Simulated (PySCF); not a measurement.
Geometry:
```
atom   x (Å)   y (Å)   z (Å)
  C1   2.437  -0.630   0.825
  C2   1.233  -0.382   0.425
  C3   0.025  -0.102   0.002
  C4  -1.045  -1.085   0.112
  C5  -2.299  -0.912  -0.289
  C6  -0.281   1.257  -0.593
  O7   0.837   2.101  -0.701
  H8   3.173  -1.068   0.169
  H9   2.761  -0.428   1.835
 H10  -0.750  -2.022   0.568
 H11  -3.033  -1.690  -0.167
 H12  -2.643  -0.003  -0.751
 H13  -0.658   1.134  -1.612
 H14  -1.068   1.736   0.013
 H15   1.305   2.102   0.142
```

[PySCF 2.14: shielding tensors at PBE0/pcSseg-1 (GIAO); geometry: GFN2-xTB; rapidly exchanging positions averaged; one conformer; isolated molecule; non-relativistic Hamiltonian]

References, each an isolated molecule treated in the same way: ¹³C against TMS.

Do the ¹³C shifts follow the atomic charges (in e)? Tabulate both.

Answers


| atoms | hybridisation | δ (ppm) | σ para (ppm) | Hirshfeld | IAO | Mulliken | ESP-fitted |
| --- | --- | --- | --- | --- | --- | --- | --- |
| C2 | sp | 222.2 | -297 | +0.00 | +0.02 | -0.05 | +0.03 |
| C4 | sp2 | 140.7 | -206 | -0.04 | -0.13 | -0.10 | -0.27 |
| C5 | sp2 | 117.5 | -186 | -0.10 | -0.33 | -0.15 | -0.34 |
| C3 | sp2 | 114.3 | -193 | -0.02 | -0.06 | -0.47 | +0.05 |
| C1 | sp2 | 84.5 | -161 | -0.11 | -0.35 | -0.12 | -0.50 |
| C6 | sp3 | 62.9 | -116 | +0.01 | -0.04 | +0.21 | +0.13 |

Correlation coefficients of δ with charge over these carbons: Hirshfeld +0.30, IAO +0.43, Mulliken -0.15, ESP-fitted +0.16; with the paramagnetic shielding -0.99. Among the 4 sp2 carbons alone: Hirshfeld +0.55, IAO +0.59, Mulliken +0.03, ESP-fitted +0.41. With so few points, grouped by hybridisation, these coefficients are fragile. Charge is one influence among several: hybridisation and low-lying excitations act through the paramagnetic term.

Shifts are as computed. Against solution values, carbons near 30 ppm lie about +3 ppm off and those near 130 ppm about +5 ppm. Of 1211 compounds with measured shifts, 218 miss one by over three times the rms of a fit or turn the order of signals round; such compounds aren't used in these exercises.
